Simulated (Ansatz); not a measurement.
Geometry optimisation, UKS B3LYP/def2-SVP in Ansatz 0.2.0.

The input (input.yaml):

```yaml
crystal:
  periodic: [false, false, false]
  atoms:
    - { symbol: Ga, position_ang: [0.0, 0.0, -0.070895] }
    - { symbol: H, position_ang: [0.0, 0.0, 1.497714] }
    - { symbol: Cl, position_ang: [1.825561, 0.0, -1.211943] }
    - { symbol: Cl, position_ang: [-1.825561, 0.0, -1.211943] }
    - { symbol: H, position_ang: [0.0, 0.0, 3.357067] }
magnetization:
  spin_polarized: true
  initial_magnetization: 1
basis:
  gaussian: { orbitals: def2-SVP }
hamiltonian:
  xc: b3lyp
relax:
  f_tol: 0.03
  max_steps: 50
```

Command:

```bash
$ ansatz run input.yaml --threads 2 --pin off --max-ram 3072MiB --backend cpu --events-out ev --progress --plain --runs-dir out
```

Where does it end, and by what steps?

The run converged. The force dipped under the threshold on the way, but the program's further checks kept it going. After 16 steps the energy has fallen by 1.264 eV; H2 moved furthest, 1.37 Å. Parted: Ga1–H2 (1.57 → 3.50 Å). Joined: H2–H5 (1.86 → 0.76 Å).

```
step  energy less start (eV)  largest force component (eV/Å)  accepted
   0                  0.0000                           0.052       yes
   1                 -0.0002                           0.020       yes
   2                 -0.0023                           0.132       yes
   3                 -0.0102                           0.307       yes
   4                 -0.0166                           0.235       yes
   5                 -0.1021                           0.848       yes
   6                 -0.3973                           2.278       yes
   7                 -0.5895                           3.708       yes
   8                 -1.0105                           0.819       yes
   9                 -1.1481                           0.621       yes
  10                 -1.1892                           1.719       yes
  11                 -1.2496                           0.217       yes
  12                 -1.2550                           0.155       yes
  13                 -1.2569                           0.573       yes
  14                 -1.2632                           0.014       yes
  15                 -1.2638                           0.030       yes
  16                 -1.2643                           0.004       yes
```

```xyz
5
Properties=species:S:1:pos:R:3
Ga 0.002 -0.006 -0.638
H -0.046 -0.040 2.862
Cl 1.899 0.006 -1.739
Cl -1.893 0.005 -1.741
H 0.039 0.035 3.615
```

Whether the end is a true minimum wasn't checked by a vibrational analysis.

Run time: 46 s on 2 threads of Arm Neoverse V2, on a shared host, peak memory 0.24 GiB.
